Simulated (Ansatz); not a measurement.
The molecule GaH+, multiplicity 2 (lowest of 2S+1 = 2, 4 at CCSD(T)/def2-TZVPP on PBE0 minima; our sources give no spin for the ground state, which may be another). No spin–orbit coupling. Ga is treated without relativity.

Constants: fifth-degree fit in 1/R to seven points, most abundant isotopes. Runs in def2 and cc sets follow the lowest solution found near the PBE0 minimum.

Correlated levels freeze the inner cores; with def2 sets outer-core shells near the valence are correlated too. CBS: X⁻³ extrapolation of the correlation energy, Hartree–Fock from the larger set.

Run with Ansatz (Gaussian basis) for Hartree–Fock, density functionals and correlated methods. Values without a source in brackets are computed.

| level | r_e (Å) | ω_e (cm⁻¹) | ω_e x_e (cm⁻¹) |
|---|---|---|---|
| r2SCAN/def2-TZVPP | 1.658 | 1317 | 97 |
| B3LYP/def2-TZVPP | 1.689 | 1225 | 100 |
| BHLYP/def2-TZVPP | 1.659 | 1337 | 110 |
| CAM-B3LYP/def2-TZVPP | 1.666 | 1300 | 110 |
| wB97M-V/def2-TZVPP | 1.646 | 1383 | 110 |
| CCSD/def2-QZVPP | 1.628 | 1436 | 110 |
| CCSD(T)/def2-TZVPP | 1.638 | ? | 100 |
| CCSD(T)/CBS(def2-TZVPP, def2-QZVPP) | ? | ? | 110 |

Problem. What belongs in the gaps?

Solution. 
- CCSD(T)/CBS(def2-TZVPP, def2-QZVPP), r_e (Å): 1.634
- CCSD(T)/CBS(def2-TZVPP, def2-QZVPP), ω_e (cm⁻¹): 1378
- CCSD(T)/def2-TZVPP, ω_e (cm⁻¹): 1419

Ansatz is a first-principles code.
